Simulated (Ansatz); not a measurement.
Total energies of (LiF)4 ring (Li₄F₄) from Ansatz at r2SCAN-D4/def2-TZVP, gas phase (1 Eh = 27.2114 eV = 2625.5 kJ/mol). The reference geometry is relaxed at PBE-D4/def2-SVP.

```tsv
state	geometry	energy (Eh)
charge 0 singlet	reference	-429.94173
charge 1 doublet	reference	-429.54743
free Li atom (doublet)	–	-7.47953
free F atom (doublet)	–	-99.72763
```

Q: Work out the vertical ionisation energy to the doublet.

A: E(charge 1 doublet) − E(charge 0 singlet) = -429.54743 − (-429.94173) = 0.39430 Eh = 10.73 eV. For comparison, −ε of the highest occupied level is 7.85 eV at this level, 2.88 eV less.

Q: What is the binding energy per atom against free atoms?

A: Atoms: 4 × (-7.47953) + 4 × (-99.72763) = -428.82864 Eh. Binding: -428.82864 − (-429.94173) = 1.11309 Eh = 30.29 eV, or 3.79 eV for each of 8 atoms (no zero-point energy, no counterpoise term).

At r2SCAN-D4/def2-TZVP the gap within one spin of the charge 1 doublet nearly closes, so an electron or hole may be smeared out by delocalisation error.
